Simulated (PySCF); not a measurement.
**TlBr⁺ at UHF-SCS-MP2**

Level: UHF-SCS-MP2. Tl cc-pVDZ-PP with ECP60, Br cc-pVDZ-PP with ECP10; scalar-relativistic core potentials (PySCF 2.14).

For TlBr⁺, the state is ²Π (doublet), unpaired electrons π ↑, the bond length is 3.466 Å and the harmonic wavenumber is 56.9 cm⁻¹. The force constant is 0.109 mdyn/Å, the rotational constant Be is 0.02463 cm⁻¹ and the anharmonicity ωexe is 0.528 cm⁻¹. The vibration–rotation constant αe is 0.000235 cm⁻¹.

Correlated steps freeze 8 core orbitals. These are scalar-relativistic numbers at best; spin–orbit coupling would shift them, the dissociation energy most. The state was picked by a PBE0 search and need not be the measured ground state.
